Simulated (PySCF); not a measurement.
Compound: 4-fluoroaniline, C₆H₆FN.
Numbering: `[NH2:1][c:2]1[cH:3][cH:4][c:5]([F:6])[cH:7][cH:8]1` (hydrogens: H9, H10 on N1; H11 on C3; H12 on C4; H13 on C7; H14 on C8)

Method: PBE0-D3(BJ)/def2-SVP geometry optimisation, gas phase in PySCF 2.14.0; density fitting, grid level 2; the optimiser is geomeTRIC in internal coordinates, started from a GFN2-xTB structure.

Step 0: E = -10507.4293 eV
```
atom  x, y, z in Å  |  force x, y, z in eV/Å
N1      2.2970   -0.2323    0.1060   -0.056  -0.014   0.132
C2      0.9277   -0.0914    0.0280    0.459  -0.058   0.114
C3      0.3314    1.1577    0.2135    0.025  -0.110  -0.052
C4     -1.0426    1.2914    0.2076   -0.118  -0.200  -0.048
C5     -1.8250    0.1680    0.0147   -1.079   0.097  -0.002
F6     -3.1743    0.2953    0.0066    0.607  -0.056   0.006
C7     -1.2646   -1.0818   -0.1736   -0.073   0.227   0.017
C8      0.1102   -1.2066   -0.1672    0.048   0.111  -0.012
H9      2.8442    0.6012   -0.0323    0.159   0.094  -0.075
H10     2.6878   -1.0660   -0.3008    0.142  -0.094  -0.106
H11     0.9566    2.0256    0.3637    0.258   0.394   0.083
H12    -1.5109    2.2527    0.3485   -0.239   0.411   0.059
H13    -1.9022   -1.9385   -0.3244   -0.313  -0.357  -0.065
H14     0.5640   -2.1758   -0.3125    0.180  -0.445  -0.051
```

Q: Estimate the geometry and energy of step 1. (The exact step hangs on the optimiser's Hessian estimate; all steps are aligned on step 0, rigid shifts and turns removed.)

A: E = -10507.4659 eV, largest force 0.189 eV/Å
```
atom  x, y, z in Å  |  force x, y, z in eV/Å
N1      2.3183   -0.2353    0.1143    0.055  -0.007   0.008
C2      0.9441   -0.0959    0.0454   -0.022   0.007  -0.029
C3      0.3322    1.1557    0.2242    0.073   0.064   0.028
C4     -1.0516    1.2898    0.2082   -0.075   0.078   0.007
C5     -1.8496    0.1710    0.0100    0.188  -0.015  -0.014
F6     -3.1770    0.2987   -0.0127   -0.134   0.011   0.009
C7     -1.2730   -1.0788   -0.1727   -0.089  -0.062  -0.015
C8      0.1112   -1.2087   -0.1559    0.059  -0.081   0.004
H9      2.8634    0.5990   -0.0611   -0.030  -0.017  -0.001
H10     2.7086   -1.0579   -0.3273   -0.027   0.022   0.005
H11     0.9559    2.0405    0.3847   -0.027  -0.027  -0.005
H12    -1.5245    2.2653    0.3473    0.022  -0.033  -0.006
H13    -1.9183   -1.9468   -0.3300    0.028   0.030   0.004
H14     0.5597   -2.1970   -0.2966   -0.021   0.032   0.005
```

The energy changes by -0.0365 eV. The first-order estimate −F·Δx gives -0.0787 eV and the mean of the old and new forces, exact on a quadratic surface, -0.0364 eV. The step makes an angle of 57° with the force vector and moves no atom by more than 0.035 Å.

The cost below is that of the whole optimisation. The run took 77 s of wall time on one thread of an Arm Neoverse N1, no GPU, on a shared host, and the process peaked at 0.71 GiB of memory.
